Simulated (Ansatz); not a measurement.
Start from `O[Si](Cl)(Cl)O[SiH3]` and change one atom or group to get `O[Si](F)(Cl)Cl`.

Ansatz, PBE0-D4/def2-TZVP geometries, multiplicity 1. Each molecule was computed in one conformer, which needn't be the lowest.

```json
{"property": "HOMO energy (PBE/def2-TZVPP) / eV", "`O[Si](Cl)(Cl)O[SiH3]`": "-7.66"}
{"property": "HOMO energy (B3LYP/def2-TZVPP) / eV", "`O[Si](Cl)(Cl)O[SiH3]`": "-8.83"}
{"property": "HOMO–LUMO gap (PBE0/def2-TZVPP) / eV", "`O[Si](Cl)(Cl)O[SiH3]`": "9.01"}
{"property": "HOMO energy (ωB97M-V/def2-TZVPP) / eV", "`O[Si](Cl)(Cl)O[SiH3]`": "-11.39"}
{"property": "HOMO–LUMO gap (B3LYP/def2-TZVPP) / eV", "`O[Si](Cl)(Cl)O[SiH3]`": "8.49"}
{"property": "size of the dipole moment (PBE/def2-TZVPP) / D", "`O[Si](Cl)(Cl)O[SiH3]`": "0.47"}
```

(1) Give the same properties after the change, and the shifts. (An estimate is asked.)

Results:

(1) Computed: 
| property | `O[Si](F)(Cl)Cl` | shift |
| --- | --- | --- |
| HOMO energy (PBE/def2-TZVPP) / eV | -8.12 | -0.46 |
| HOMO energy (B3LYP/def2-TZVPP) / eV | -9.29 | -0.46 |
| HOMO–LUMO gap (PBE0/def2-TZVPP) / eV | 9.77 | 0.76 |
| HOMO energy (ωB97M-V/def2-TZVPP) / eV | -11.84 | -0.45 |
| HOMO–LUMO gap (B3LYP/def2-TZVPP) / eV | 9.11 | 0.62 |
| size of the dipole moment (PBE/def2-TZVPP) / D | 1.69 | 1.22 |

With PBE0 the HOMO falls by 0.47 eV and the LUMO rises by 0.29 eV, so the gap widens by about 0.76 eV. PBE moves the HOMO by -0.46 eV and ωB97M-V by -0.45 eV. Dipoles are sizes alone; their direction can turn.

B3LYP here is the variant with VWN-RPA as its local correlation; programs differ in this.
